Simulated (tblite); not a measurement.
Species: C₆H₉N₃.
Z-matrix (Å and degrees, GFN2-xTB geometry), rows numbered from 1:
```
C 
C   1  1.3242
N   2  1.3822  1  123.27
N   3  1.3226  2  121.71  1   180.00
C   4  1.3217  3  105.23  2   179.99
C   5  1.4822  4  123.78  3   180.00
C   5  1.4168  4  107.61  3    -0.02
C   7  1.4820  5  128.51  4  -179.99
N   7  1.3216  5  107.78  4     0.03
H   1  1.0737  2  121.15  3  -179.98
H   1  1.0754  2  120.73  3     0.02
H   2  1.0795  1  124.47  3   179.95
H   6  1.0896  5  110.26  4   120.39
H   6  1.0860  5  109.61  4     0.00
H   6  1.0896  5  110.27  4  -120.39
H   8  1.0895  7  110.21  5   -59.53
H   8  1.0895  7  110.22  5    59.66
H   8  1.0858  7  109.61  5  -179.95
```

Level: GFN2-xTB in tblite, geometry and Hessian alike; calculated harmonic values, unscaled, isolated species. Against measured fundamentals such values can be off by several per cent, at times by over 20. One conformer, not necessarily the lowest.

Harmonic wavenumbers (cm⁻¹): 79.8, 83.7, 94.3, 167.1, 179.8, 213.6, 247.4, 328.0, 360.2, 506.6, 614.1, 638.9, 654.1, 659.4, 695.6, 818.6, 858.2, 980.9, 993.9, 1010.9, 1028.4, 1029.6, 1040.3, 1057.5, 1213.2, 1232.9, 1315.3, 1330.8, 1367.6, 1394.6, 1395.4, 1408.0, 1462.9, 1465.8, 1470.5, 1475.0, 1535.9, 1558.3, 1685.0, 3000.4, 3001.5, 3012.2, 3015.2, 3061.2, 3062.5, 3098.2, 3129.5, 3168.6.

A = 3441, B = 1219, C = 910.4 MHz; mass 123.080 u (most abundant isotopes); point group Cs, symmetry number 1.

Problem. Zero-point energy?

Solution. ½Σν̃ = 31601 cm⁻¹ = 378.03 kJ/mol.

Problem. Entropy at 200 K, 1 bar (ideal gas, RRHO, classical rotation)?

Solution. Translation 160.58, rotation 115.61, vibration 70.63: S = 346.8 J/(mol K).

Problem. And Cp and H(200 K) − H(0)?

Solution. Cp = 111.29 J/(mol K), of which vibrations give 78.03 (their classical limit is 48 R = 399.1); H(200 K) − H(0) = 14.63 kJ/mol without the zero-point energy, 7.98 from vibrations.

Problem. Blend soft modes into free rotors: weight 1/[1 + (100 cm⁻¹/ν̃)⁴] for the oscillator and the rest for a rotor with moment μB/(μ + B), μ = h/(8π²ν), B = 10⁻⁴⁴ kg m². What vibrational entropy results?

Solution. 67.96 J/(mol K) in place of 70.63, which changes −T·S at 200 K by +0.53 kJ/mol.

Problem. How do the functions run with temperature in this model?

Solution. 
```json
{"T (K)": "50", "S (J/(mol K))": "238.9", "Cp (J/(mol K))": "52.6", "H − H(0) (kJ/mol)": "1.99", "G − H(0) (kJ/mol)": "-9.96", "ln q(vib)": "0.29"}
{"T (K)": "100", "S (J/(mol K))": "283.1", "Cp (J/(mol K))": "76.1", "H − H(0) (kJ/mol)": "5.24", "G − H(0) (kJ/mol)": "-23.07", "ln q(vib)": "1.30"}
{"T (K)": "298.15", "S (J/(mol K))": "398.0", "Cp (J/(mol K))": "148.4", "H − H(0) (kJ/mol)": "27.34", "G − H(0) (kJ/mol)": "-91.33", "ln q(vib)": "6.03"}
{"T (K)": "373.15", "S (J/(mol K))": "434.5", "Cp (J/(mol K))": "177.4", "H − H(0) (kJ/mol)": "39.57", "G − H(0) (kJ/mol)": "-122.56", "ln q(vib)": "7.79"}
{"T (K)": "500", "S (J/(mol K))": "492.8", "Cp (J/(mol K))": "221.6", "H − H(0) (kJ/mol)": "64.97", "G − H(0) (kJ/mol)": "-181.42", "ln q(vib)": "10.76"}
{"T (K)": "750", "S (J/(mol K))": "595.5", "Cp (J/(mol K))": "284.3", "H − H(0) (kJ/mol)": "128.81", "G − H(0) (kJ/mol)": "-317.78", "ln q(vib)": "16.46"}
{"T (K)": "1000", "S (J/(mol K))": "683.2", "Cp (J/(mol K))": "324.8", "H − H(0) (kJ/mol)": "205.30", "G − H(0) (kJ/mol)": "-477.89", "ln q(vib)": "21.82"}
```

q(vib) and H(0) count from the zero-point level.

Problem. Which modes carry the vibrational entropy at 200 K?

Solution. 79.8 cm⁻¹: 13.04; 83.7 cm⁻¹: 12.66; 94.3 cm⁻¹: 11.70; 167.1 cm⁻¹: 7.27; 179.8 cm⁻¹: 6.73; 213.6 cm⁻¹: 5.52 J/(mol K); the other 42 give 13.72 together.

Hindered rotation and anharmonicity are outside this model. Other conformers, if any are populated, would add a mixing term that is left out.
